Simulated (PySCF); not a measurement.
**Magnetisability: SMILES [H]/N=C1\C=C(SC)[C@H]1CF, C6H8FNS**

Cartesian coordinates in Å; atom numbers follow the order of the lines, from 1:
```xyz
17

C     2.4726   -0.1135   -1.0297
S     1.9889   -1.1966    0.3497
C     0.4387   -0.5796    0.7568
C    -0.4357   -0.8735    1.7511
C    -1.3821    0.1369    1.3019
N    -2.5092    0.6158    1.5778
C    -0.4364    0.5114    0.1510
C    -1.0448    0.2839   -1.2214
F    -0.2319    0.7648   -2.2239
H     2.3477    0.9239   -0.7383
H     3.5195   -0.3230   -1.2253
H     1.8772   -0.3394   -1.9075
H    -0.4205   -1.5742    2.5631
H    -2.9637    0.2055    2.3908
H    -0.0311    1.5238    0.2106
H    -1.9923    0.8261   -1.2931
H    -1.2038   -0.7804   -1.4235
```

Level of theory: PySCF 2.14.0, GIAO PBE0/pcSseg-1 magnetisability, rotational g tensor and spin-rotation constants, non-relativistic, gas phase. Geometry: GFN2-xTB.

Q: How diamagnetic is it, and how anisotropic?

A: Isotropic -1305 × 10⁻³⁰ J/T², or -78.6 × 10⁻⁶ cm³/mol; principal values -1394, -1314, -1205 × 10⁻³⁰ J/T², anisotropy 164 × 10⁻³⁰ J/T² (root of half the summed squared differences of the principal values). The susceptibility is in cgs units.

Q: Split it along the inertial axes a, b, c into diamagnetic and paramagnetic parts about the centre of mass, with the quadrupole moment.

A: 
```
axis  χ (10⁻⁶ cm³/mol)  diamagnetic (10⁻⁶ cm³/mol)  paramagnetic (10⁻⁶ cm³/mol)  summed x² of all electrons (Å²)  quadrupole Θ (D Å)
   a             -74.5                      -727.8                        653.2                            244.6               +0.89
   b             -78.1                     -1144.7                       1066.6                            146.3               -1.71
   c             -83.1                     -1658.5                       1575.4                             25.2               +0.82
```
Anisotropies 2χaa − χbb − χcc = +12.0 and 2χbb − χaa − χcc = +1.5 × 10⁻⁶ cm³/mol. Θ is traceless in Buckingham's convention.

Q: And the rotational g tensor?

A: 
```tsv
axis	rotational constant (GHz)	g	nuclear part	electronic part
a	1.8459	-0.0292	0.5373	-0.5665
b	1.1440	-0.0154	0.5578	-0.5732
c	0.7435	-0.0088	0.5415	-0.5503
```
Asymmetric top; isotopes 12C, 19F, 1H, 14N, 32S; no vibrational averaging.
